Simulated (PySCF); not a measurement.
Task: Give a PBE0-D3(BJ)/def2-SVP geometry of `B[N]([SiH3])[PbH3]`.

Result: 
```xyz
12
BH8NPbSi angstrom
B     -1.3275    0.9317    0.0761
N     -0.9892   -0.4005   -0.1933
Si    -2.1656   -1.6985   -0.2693
Pb     1.1199   -0.8854   -0.5313
H     -0.4762    1.8001    0.1138
H     -2.4897    1.2288    0.2771
H     -1.8076   -2.7722    0.7122
H     -3.5313   -1.1796    0.0277
H     -2.1484   -2.3324   -1.6261
H      1.8920    0.6820   -0.5695
H      1.1500   -1.7648   -2.0542
H      1.5863   -1.8982    0.8282
```

Orientation and origin are arbitrary. Atoms count from 1 in this order. The 4 heavy atoms lie in one plane (0.001 Å rms). B1 (three-coordinate boron) is planar (angles 121.1°, 119.7° and 119.3°, sum 360.0°, 0.00 Å off the plane of its three neighbours). Si3 (SiH3 silicon) is tetrahedral (angles from 106.7° to 110.4°). Pb4 (lead bonded to N and 3 H) is distorted tetrahedral (angles from 103.3° to 115.0°).

Bonds between heavy atoms (Å): B1–N2 1.401, N2–Si3 1.753, N2–Pb4 2.190.

Computed, not measured: PBE0-D3(BJ)/def2-SVP geometry optimisation, gas phase, def2 core potentials past Kr (PySCF 2.14.0).

Point group: near Cs, missed by 0.33 Å at most; the miss may be what the optimiser left on a soft mode. PBE0-D3(BJ)/def2-SVP frequencies: not computed here.
